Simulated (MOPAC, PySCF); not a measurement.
H₃BSi₂, SMILES `[SiH]1=B[SiH2]1`, neutral singlet in the gas phase. 

Cartesian coordinates (Å):
```xyz
6

B      0.2731    -0.9432     1.0460
Si     1.4907    -0.1088     0.0826
Si    -1.0046    -0.0205     0.0362
H      2.7245     0.4341    -0.5242
H     -1.7539    -0.5679    -1.1257
H     -1.7318     1.2001     0.4755
```
Charge 0, multiplicity 1.

All levels are single points at this geometry (B3LYP-D3(BJ)/def2-TZVP); Pople sets use spherical d functions. Orbital energies aren't observables, and empty levels follow the basis.

```json
[
 {"level": "B3LYP-D3(BJ)/def2-TZVP in PySCF", "HOMO (eV)": "-5.86", "LUMO (eV)": "-2.64", "gap (eV)": "3.22", "dipole (D)": "1.35", "vertical IE, Delta-SCF (eV)": "8.01"},
 {"level": "B3LYP/3-21G in PySCF", "HOMO (eV)": "-5.86", "LUMO (eV)": "-2.59", "gap (eV)": "3.27", "dipole (D)": "1.05", "vertical IE, Delta-SCF (eV)": "–"},
 {"level": "B3LYP/6-311+G** in PySCF", "HOMO (eV)": "-5.86", "LUMO (eV)": "-2.67", "gap (eV)": "3.19", "dipole (D)": "1.36", "vertical IE, Delta-SCF (eV)": "–"},
 {"level": "B3LYP/LANL2DZ in PySCF", "HOMO (eV)": "-5.90", "LUMO (eV)": "-2.65", "gap (eV)": "3.26", "dipole (D)": "1.17", "vertical IE, Delta-SCF (eV)": "–"},
 {"level": "M06-2X/6-31G* in PySCF", "HOMO (eV)": "-6.87", "LUMO (eV)": "-1.49", "gap (eV)": "5.38", "dipole (D)": "1.23", "vertical IE, Delta-SCF (eV)": "–"},
 {"level": "PBE/6-31G* in PySCF", "HOMO (eV)": "-5.13", "LUMO (eV)": "-3.16", "gap (eV)": "1.97", "dipole (D)": "1.13", "vertical IE, Delta-SCF (eV)": "8.02"},
 {"level": "HF/6-31G* in PySCF", "HOMO (eV)": "-7.73", "LUMO (eV)": "1.10", "gap (eV)": "8.83", "dipole (D)": "1.08", "vertical IE, Delta-SCF (eV)": "–"},
 {"level": "HF/STO-3G in PySCF", "HOMO (eV)": "-3.84", "LUMO (eV)": "6.30", "gap (eV)": "10.14", "dipole (D)": "0.77", "vertical IE, Delta-SCF (eV)": "–"},
 {"level": "PM3 in MOPAC", "HOMO (eV)": "-7.68", "LUMO (eV)": "-1.93", "gap (eV)": "5.76", "dipole (D)": "0.92", "vertical IE, Delta-SCF (eV)": "–"}
]
```
